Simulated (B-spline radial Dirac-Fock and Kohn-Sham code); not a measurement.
**Elastic scattering of 300 keV electrons by atomic iridium**

Level of theory: relativistic (Dirac) partial waves in the static field of the Dirac-Fock atom with Furness-McCarthy exchange, without polarisation or absorption potentials; a radial finite-basis atomic code.

| θ (°) | dσ/dΩ (a₀²/sr) | Sherman function |
| --- | --- | --- |
| 0 | 1110 | 0.000 |
| 1 | 85.6 | 0.000 |
| 2 | 13.7 | 0.000 |
| 3 | 3.94 | 0.000 |
| 5 | 0.696 | 0.000 |
| 7 | 0.214 | 0.001 |
| 10 | 0.0596 | 0.002 |
| 15 | 0.0137 | 0.004 |
| 20 | 0.00480 | 0.007 |
| 25 | 0.00216 | 0.007 |
| 30 | 0.00114 | 0.006 |
| 40 | 0.000430 | -0.007 |
| 50 | 0.000207 | -0.034 |
| 60 | 0.000116 | -0.073 |
| 70 | 7.14e-05 | -0.123 |
| 80 | 4.69e-05 | -0.179 |
| 90 | 3.22e-05 | -0.241 |
| 100 | 2.30e-05 | -0.303 |
| 110 | 1.68e-05 | -0.362 |
| 120 | 1.27e-05 | -0.411 |
| 130 | 9.76e-06 | -0.441 |
| 140 | 7.75e-06 | -0.442 |
| 150 | 6.37e-06 | -0.401 |
| 160 | 5.47e-06 | -0.310 |
| 170 | 4.96e-06 | -0.170 |
| 180 | 4.79e-06 | 0.000 |

Question: What integrated cross sections go with this distribution?

Answer: The total elastic cross section is 0.433 a₀², the first transport cross section 0.000923 a₀² and the second, weighted with (3/2) sin²θ, 0.00225 a₀². The mean deflection is ⟨1 − cos θ⟩ = 0.00213, and 0.021 % of the collisions scatter beyond 90°.

Values without a named source are computed, but for edge energies of neutral atoms, which are taken from tables.
